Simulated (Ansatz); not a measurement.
Task: Name a neutral molecule of Al, O, S and H with HOMO energy (PBE0/def2-TZVPP) between -7.85 and -7.55 eV and LUMO energy (PBE/def2-TZVPP) between -1.40 and -1.10 eV (Ansatz, PBE0-D4/def2-TZVP geometry).

Result: `[OH][Al]([OH])[SH]` (-7.58 eV, -1.37 eV); `[OH][AlH][SH]` (-7.79 eV, -1.33 eV); `[OH][Al]([SH])[SH]` (-7.69 eV, -1.37 eV). Other molecules can fit too; these were computed, each in one conformer that needn't be the lowest.
